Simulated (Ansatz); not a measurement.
Wavefunction ladder for `[NH2][Ge]([Cl])([Cl])[Cl]`

```xyz
7

N     0.280    1.200   -0.103
Ge   -0.014   -0.578   -0.048
Cl   -0.463   -1.232   -2.017
Cl    1.747   -1.516    0.675
Cl   -1.626   -1.207    1.211
H    -0.482    1.732   -0.500
H     0.558    1.601    0.783
```

The species carries charge 0 and has multiplicity 1. Correlated methods include outer-core shells of Ge, which these sets cover unevenly. Scalar relativity is left out up to krypton. The geometry is a stationary point of PBE0-D4/def2-TZVP. It is one conformer, not always the lowest. Frozen core, restricted reference, Ansatz 0.2.0.

| basis | HF (Eh) | MP2 corr. |
| --- | --- | --- |
| def2-SVP | -3508.89586 | -0.78723 |
| def2-TZVPP | -3509.70873 | -1.02234 |
| def2-QZVPP | -3509.79118 | -1.35977 |

**Question.** Estimate the CCSD correlation energy and the (T) correction in each basis where they were run (hartree).

**Answer.** 
| basis | CCSD corr. | (T) |
| --- | --- | --- |
| def2-SVP | -0.82236 | -0.02068 |
| def2-TZVPP | -1.06749 | -0.04562 |
